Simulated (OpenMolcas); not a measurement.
5d3 along the 71-electron sequence

- Program: OpenMolcas
- Method: RASSCF
- Basis: ANO-RCC-VTZP
- Scalar Hamiltonian: DKH2, point nucleus
- Spin-orbit coupling: RASSI with atomic mean-field integrals over the reference wave functions, term energies averaged over their components

Active space for each ion: 9 electrons in 8 orbitals (RAS1 5p, at most 2 holes; RAS2 5d).

Computed levels in cm-1 above 4F 3/2:

| Level | Ta2+ | W3+ | Re4+ | Os5+ | Ir6+ | Pt7+ |
| --- | --- | --- | --- | --- | --- | --- |
| 4F 5/2 | 2528 | 3638 | 4927 | 6561 | 8489 | 10535 |
| 4F 7/2 | 5147 | 7169 | 9399 | 12057 | 15079 | 18147 |
| 4P 1/2 | 12186 | 14425 | 16634 | 18935 | 21635 | 24379 |
| 2G 7/2 | 15005 | 18367 | 21798 | 25547 | 30001 | 34590 |
| 4P 5/2 | 15791 | 19370 | 23017 | 26973 | 31501 | 36046 |
| 2P 1/2 | 18866 | 23124 | 27467 | 32187 | 37668 | 43248 |
| 2H 11/2 | 21510 | 26339 | 31149 | 36233 | 42110 | 48031 |
| 2D 5/2(1) | 22103 | 27180 | 32301 | 37775 | 44053 | 50367 |
| 2P 3/2 | 24398 | 30519 | 36818 | 43713 | 51602 | 59595 |
| weight of 4F in the lowest level (%) | 93 | 90 | 87 | 84 | 80 | 77 |

Mixed levels, with the weight of the term that names them: Ta2+ 2P 3/2 (59 %), W3+ 2P 3/2 (59 %), Re4+ 4P 1/2 (75 %), Re4+ 2P 1/2 (75 %), Re4+ 2P 3/2 (59 %), Os5+ 4P 1/2 (72 %), Os5+ 2P 1/2 (72 %), Os5+ 2P 3/2 (59 %), Ir6+ 4P 1/2 (71 %), Ir6+ 2P 1/2 (71 %), Ir6+ 2P 3/2 (58 %), Pt7+ 4P 1/2 (69 %), Pt7+ 2P 1/2 (69 %), Pt7+ 2P 3/2 (58 %).

Measured, with the error of the calculation in %. Measured levels: W3+ from the list in J. Phys. B 45, 035001 (2012); Re4+ from the list in Brasseur, Gamrath and Quinet, At. Data Nucl. Data Tables 157, 101636 (2024); Os5+ from the list in Brasseur, Palmeri and Quinet, Atoms 13, 11 (2025).

| Level | W3+ | Re4+ | Os5+ |
| --- | --- | --- | --- |
| 4F 5/2 | 3537 (+2.9) | 4853 (+1.5) | 6397 (+2.6) |
| 4F 7/2 | 6745 (+6.3) | 8973 (+4.7) | 11444 (+5.4) |
| 4P 1/2 | 11773 (+22.5) | 14325 (+16.1) | 16772 (+12.9) |
| 2G 7/2 | 15261 (+20.4) | 19013 (+14.6) | 22920 (+11.5) |
| 4P 5/2 | 17190 (+12.7) | 20922 (+10.0) | 24828 (+8.6) |
| 2P 1/2 | 18365 (+25.9) | 23669 (+16.0) | 28860 (+11.5) |
| 2H 11/2 | 22223 (+18.5) | 27077 (+15.0) | 32156 (+12.7) |
| 2D 5/2(1) | 22766 (+19.4) | 28739 (+12.4) | 34418 (+9.8) |
| 2P 3/2 | 25168 (+21.3) | 32766 (+12.4) | 40203 (+8.7) |

The fine-structure level 4F 7/2 changes by a factor of 3.53 from Ta2+ to Pt7+. Its fourth root runs 8.47, 9.20, 9.85, 10.48, 11.08, 11.61, with steps per unit of Z of 0.73, 0.64, 0.63, 0.60, 0.53; equal steps would mean a (Z - σ)^4 law with constant σ.

4P 1/2 changes by a factor of 2 over the same range, with steps per unit of Z of +2240, +2210, +2300, +2700, +2740 cm-1.

Without dynamic correlation excited terms often stand tens of per cent too high (terms of higher spin than the ground term too low), and those without a measured partner can miss by more than the paired ones. Active for correlation alone: 5p; no level in the range computed is led by a configuration that opens it, so any true level of that kind is missing. Some levels mix across a computed gap that differs much from the measured one, so their mixing is not that of the real levels (holds for W3+). Computed and measured levels are paired by configuration, term and J; levels that our copy of the source lacks, or whose pairing is in doubt (as where it misses far off the trend of its configuration), stay unpaired and out of the deviations. Only configurations of the active space appear.

A number in round brackets counts repeated terms of one configuration in the order of the reference energies.
